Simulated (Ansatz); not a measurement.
Consider the ligand exchange at the Si–S bond: `CS[SiH3]` + `N[SiH](N)O` → `N[SiH](N)O[SiH3]` + CH₃SH.

Isolated molecules relaxed with PBE0-D4/def2-TZVP in Ansatz; ΔE leaves out vibrations. CCSD(T)/CBS is the MP2 limit (def2-TZVPP, def2-QZVPP) plus CCSD(T) − MP2 in def2-TZVPP, frozen cores. This one scheme is used for every species. DFT in def2-TZVPP. B3LYP here is the variant with VWN-RPA as its local correlation; programs differ in this. Each species was taken in one conformer, which may not be the lowest.

| level | ΔE (kcal/mol) | difference from CCSD(T)/CBS |
| --- | --- | --- |
| PBE-D4 | -8.1 | 3.7 |
| r2SCAN-D4 | -10.9 | 0.9 |
| PBE0-D4 | -9.4 | 2.4 |
| B3LYP-D4 | -12.7 | -0.9 |
| ωB97X-V | -11.9 | -0.1 |
| ωB97M-V | -11.8 | 0.0 |
| B2PLYP | -12.5 | -0.7 |
| PBE | -7.8 | 4.0 |
| r2SCAN | -10.7 | 1.1 |
| PBE0 | -9.2 | 2.6 |
| B3LYP | -12.4 | -0.6 |
| HF/def2-TZVPP | -16.7 | -4.9 |
| MP2/def2-TZVPP | -11.7 | 0.1 |
| SCS-MP2/def2-TZVPP | -13.2 | -1.4 |
| CCSD/def2-TZVPP | -13.2 | -1.4 |
| CCSD(T)/def2-TZVPP | -12.4 | -0.6 |
| HF/def2-QZVPP | -17.3 | -5.5 |
| MP2/def2-QZVPP | -11.6 | 0.2 |
| SCS-MP2/def2-QZVPP | -13.0 | -1.2 |
| HF/CBS(def2) | -17.3 | -5.5 |
| MP2/CBS(def2) | -11.1 | 0.7 |
| CCSD/CBS(def2) | -12.6 | -0.8 |
| CCSD(T)/CBS | -11.8 | 0 |

Largest T1 diagnostic among the species: 0.011.

In def2-TZVPP, CCSD(T) changes the Hartree–Fock value by +4.3 kcal/mol (the triples alone add +0.8 kcal/mol) and MP2 by +5.0 kcal/mol. From PBE to PBE0 (25 % exact exchange), in def2-TZVPP and without D4, ΔE moves by −1.3 kcal/mol.
